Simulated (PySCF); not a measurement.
Gas-phase reaction: 2 Au + H₂ → 2 AuH

Method: PySCF energies (xtb for GFN2) plus ideal-gas RRHO corrections (1 bar). † marks an energy on the PBE0/def2-TZVP geometry and frequencies; other levels use their own. Open shells (unrestricted): Au (multiplicity 2); the rest are closed-shell singlets. GFN2 has no spin-polarisation term. B3LYP is the form with VWN-RPA correlation. Au: scalar-relativistic def2 core potential, no spin-orbit coupling. The harmonic model lacks anharmonicity and excited electronic states, which grow with temperature; levels with a mode under 35 cm⁻¹ are left out.

ΔH° and ΔS° at 298 K: B3LYP/def2-TZVP† -125 kJ, -69 J/K; BLYP/def2-TZVP† -148 kJ, -69 J/K; GFN2-xTB -437 kJ, -72 J/K; HF/def2-TZVP† 29 kJ, -69 J/K.

Question: With the heat capacities included, give log10 K (1 bar) at 500, 600, 800, 1600, 2500 K from B3LYP/def2-TZVP†, BLYP/def2-TZVP†, GFN2-xTB, HF/def2-TZVP†.

Answer: 
```json
[
 {"T (K)": "500", "B3LYP/def2-TZVP†": "9.4", "BLYP/def2-TZVP†": "11.8", "GFN2-xTB": "41.8", "HF/def2-TZVP†": "-6.7"},
 {"T (K)": "600", "B3LYP/def2-TZVP†": "7.2", "BLYP/def2-TZVP†": "9.2", "GFN2-xTB": "34.1", "HF/def2-TZVP†": "-6.3"},
 {"T (K)": "800", "B3LYP/def2-TZVP†": "4.3", "BLYP/def2-TZVP†": "5.9", "GFN2-xTB": "24.5", "HF/def2-TZVP†": "-5.7"},
 {"T (K)": "1600", "B3LYP/def2-TZVP†": "0.0", "BLYP/def2-TZVP†": "0.8", "GFN2-xTB": "10.1", "HF/def2-TZVP†": "-5.0"},
 {"T (K)": "2500", "B3LYP/def2-TZVP†": "-1.6", "BLYP/def2-TZVP†": "-1.1", "GFN2-xTB": "4.8", "HF/def2-TZVP†": "-4.8"}
]
```
